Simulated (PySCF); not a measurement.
# Assigning NMR signals

Geometry:
```csv
atom,x (Å),y (Å),z (Å)
C1,-2.395,1.642,-0.160
O2,-1.313,0.800,0.090
Si3,-1.334,-0.815,0.218
C4,0.484,-1.138,0.560
Si5,1.809,0.216,0.526
C6,1.852,0.937,-1.229
C7,0.804,-2.381,0.821
F8,-0.048,-3.418,0.863
F9,2.021,-2.861,1.096
H10,-2.029,2.669,-0.177
H11,-3.154,1.543,0.619
H12,-2.857,1.406,-1.122
H13,-1.781,-1.450,-1.027
H14,-2.199,-1.264,1.313
H15,3.108,-0.370,0.873
H16,1.444,1.233,1.518
H17,2.089,0.174,-1.966
H18,2.599,1.720,-1.311
H19,0.889,1.365,-1.489
```

Theoretical values (PySCF 2.14.0 with density-fitted response routines): PBE0/pcSseg-1 with gauge-including orbitals, GFN2-xTB geometry. Non-relativistic, no solvent, fast rotation and ring inversion assumed for equivalent nuclei, one computed conformer.

Referencing at the same level of theory: 13C (σref 186.93), 1H (σref 31.72) against TMS.

Task: Assign these signals to the numbered atoms. 13C{1H} NMR (computed): δ 167.0, 71.6, 53.7, -4.2.

Result: 
| δ (ppm) | atoms | environment | reason |
| --- | --- | --- | --- |
| 167.0 | C7 | fully substituted alkene carbon | – |
| 71.6 | C4 | fully substituted alkene carbon | – |
| 53.7 | C1 | methyl carbon bonded to O | the inductive effect lowers its shielding |
| -4.2 | C6 | methyl carbon bonded to Si | an electropositive neighbour leaves it electron-rich and shielded |

Task: Assign these signals to the numbered atoms. 1H NMR (600 MHz, computed): δ 5.28 (s, 2H), 4.62 (q, 2H), 3.84 (s, 3H), 0.31 (t, 3H).

Result: 
5.28 → H13/H14, hydrogen on a silicon bonded to C, O
4.62 → H15/H16, hydrogen on a silicon bonded to 2 C
3.84 → H10/H11/H12, hydrogen on a methyl carbon bonded to O: its carbon carries O, hence the downfield position
0.31 → H17/H18/H19, hydrogen on a methyl carbon bonded to Si: an electropositive neighbour shields it, as in TMS itself

Splittings by 19F in the carbon and heteronuclear signals aren't shown, as no couplings were computed. Shifts are as computed. Against solution values, carbons near 30 ppm lie about +3 ppm off and those near 130 ppm about +5 ppm. Of 1211 compounds with measured shifts, 218 miss one by over three times the rms of a fit or turn the order of signals round; such compounds aren't used in these exercises. Multiplicities follow the n + 1 count of equivalent neighbours, as no J values were calculated; m marks all less simple cases, F and P coupling included.
